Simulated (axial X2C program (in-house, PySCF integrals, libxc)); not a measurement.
## Potential curves of SrP⁻, with spin–orbit coupling

Calculated with an axial X2C code built on PySCF integrals. Two-component (2c) means X2C with spin–orbit coupling and atomic mean-field two-electron Coulomb and Gaunt terms. Basis: Sr dyall-acv3z [14s13p9d6f1g], P dyall-av3z [9s8p3d2f] (cores contracted in-house); Gaussian nuclei, density fitting, unrestricted open shells. Masses: Sr 87.906 u, P 30.974 u.

State: Ω = 2 (⟨Sz⟩ = 1.00, ⟨Lz⟩ = 1.00 at PBE0). Energies in eV from the fragments at the same level (Sr + P-). Fits are polynomials in 1 − R0/R over 0.85 to 1.23 times the lowest point R0.

```
 R (Å)     PBE0  CCSD(T)
2.4099  -1.2031         
2.5207  -1.5066  -0.9876
2.6038  -1.6328  -1.2004
2.6869  -1.6943  -1.3415
2.7700  -1.7075  -1.4273
2.8669  -1.6789  -1.4747
2.9639  -1.6185  -1.4807
3.0886  -1.5137  -1.4478
3.2409  -1.3676         
3.4625  -1.1547
```

Correlated methods: 8 electrons correlated (number of frozen shells: Sr 4 s, 3 p, 1 d; P 2 s, 1 p), 296 virtual spin orbitals or spinors in MP2, 90 natural virtuals in coupled cluster.

The state is one determinant whose occupation by symmetry is held fixed; it was picked as the lowest of a PBE0 search that is not exhaustive. De is counted from the lowest determinant-based energies of the atoms at the same level, without counterpoise correction. Density functionals use the spin component along the axis (collinear). CCSD and (T) use frozen natural virtuals with an MP2 correction for the truncation; (T) itself is uncorrected, so its De runs slightly low. The 2c atoms are single determinants rather than J levels; their spin–orbit lowering is only partly caught, and De is too large by that part. This holds for PBE0. Other states lie close and PBE0, whose exact exchange favours high spin, may order them wrongly; the determinant shown need not be the ground state. The nearest other spin-free determinant of the search, M_S = 0, Λ = 1, lies 0.08 eV up at the distance of the search. Without a current term, density functionals place determinants with orbital angular momentum somewhat too high. With several unpaired electrons one determinant need not be a pure state. A state of lower Ω lies just above, and one determinant can place such states too high, so the state shown need not be the lowest. The search has Ω = 1 only 0.08 eV up. The outer-core s and p shells of the metal are frozen in the correlated rows, which leaves out core–valence correlation; for alkali and alkaline-earth bonds that tends to lengthen them. Open-shell Ω = 0 determinants with evenly filled partner blocks cannot be reached by this program, so the Ω shown need not be the lowest component. The highest occupied level of some functionals is positive through self-interaction error; at Hartree–Fock it is bound. The determinant is spin-polarised beyond a pure state at some levels (its spin-free form has ⟨S²⟩ too high), which makes Re and μ there less reliable. The T1 diagnostic is large, a sign of multireference character. With the outer-core shells frozen, correlated bond lengths of heavy atoms tend to come out a few hundredths of an ångström too long. Coupled cluster ran on the points near the minimum only. MP2 and coupled cluster on one determinant become unreliable at the stretched end.

Task: Fit the PBE0 curve near its minimum: give the equilibrium distance, the harmonic wavenumber and the well depth.

Result: At PBE0, 2c: Re = 2.755 Å, ωe ≈ 253 cm⁻¹, De = 1.71 eV to Sr + P-; Be follows as 0.097 cm⁻¹.

Task: What are Re, ωe and De at the CCSD(T) level?

Result: At CCSD(T), 2c: Re = 2.931 Å, ωe ≈ 202 cm⁻¹, De = 1.48 eV to Sr + P-; Be follows as 0.0857 cm⁻¹.
